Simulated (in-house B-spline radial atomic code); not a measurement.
Values are calculated unless marked as measured or tabulated.
## Stopping and range of 50 keV Sn in InAs

The pair potential comes from two frozen, spherical free-atom densities (PBE, B-spline radial code, scalar-relativistic past argon): electrostatics plus the change in Thomas-Fermi kinetic and Dirac exchange energy where they overlap, the recipe behind the universal ZBL potential, which averages such potentials (from solid-state densities) over many pairs. It is written V = (Z1 Z2 e²/r) φ(r/a), with e² = 14.3996 eV·Å and a = 0.46850 Å/(Z1^0.23 + Z2^0.23); ZBL's fit is φ = 0.18175 e^(−3.1998x) + 0.50986 e^(−0.94229x) + 0.28022 e^(−0.4029x) + 0.02817 e^(−0.20162x). Where φ falls below 4e-4 it is continued as an exponential.

The target is taken as amorphous, with density 5.68 g/cm³ (NSM archive of the Ioffe Institute); channelling is ignored. Masses: Sn 118.71, In 114.82, As 74.92 u. Nuclear stopping is S_n = 4π a Z1 Z2 e² M1/(M1 + M2) × s_n(ε), with s_n integrated over impact parameters for each pair. Electronic stopping is Lindhard and Scharff's S_e = Z1^(1/6) 8π e² a0 Z1 Z2/(Z1^(2/3) + Z2^(2/3))^(3/2) × v/v0, with a0 = 0.529177 Å and v = v0 at 24.801 keV/u; it misses the oscillations with Z1 seen in experiment, which reach tens of per cent. Compounds add by atom fraction.

```csv
target atom,a (Å),ε at this energy,"s_n, this pair","s_n, ZBL potential"
In,0.09548,0.06654,0.2949,0.2935
As,0.09981,0.08127,0.3102,0.3058
```

Q: What are the atom density and the stopping powers at entry?

A: N = 5.68 × 0.602214/94.87 = 0.03606 atoms/Å³. For In: S_n = 21520 × 0.2949 = 6345 eV·Å², S_e = 3.7488 × √50000 = 838.3 eV·Å². For As: S_n = 18270 × 0.3102 = 5668 eV·Å², S_e = 3.0328 × √50000 = 678.2 eV·Å². Averaged over the target's atoms (half each) and times N × 10 Å/nm, the ion loses N S_n = 2170 eV/nm to recoils and N S_e = 273 eV/nm to electrons; the nuclear share is 89 %.

Along the track:

```tsv
E (keV)	N S_n (eV/nm)	N S_e (eV/nm)
2.5	770	61.1
7.5	1230	106
15	1570	150
25	1840	193
37.5	2040	237
50	2170	273
```

Q: Estimate the path length and the projected range.

A: With continuous slowing down the path is the integral of dE/(N (S_n + S_e)). Trapezoids over the table give 26.4 nm, and the stretch below the first row, with stopping taken as √E, adds 2E/(N S) = 6 nm: 32.4 nm in all, against 31.9 nm on a fine grid from 5 eV. Deflections shorten the depth: to first order in the energy passed on, N (S_n + S_e) dR_p/dE = 1 − N S_n (M2/M1) R_p/(2E), summed over the target's atoms, and integrating this on the fine grid gives R_p = 19.6 nm, 0.61 of the path. Lindhard's rule of thumb R/(1 + M2/3M1), with mean M2/M1 = 0.80, gives 25.2 nm. On the ZBL potential the same equation gives 19.8 nm, and the full integral equation, which keeps hard collisions, 20.6 nm.
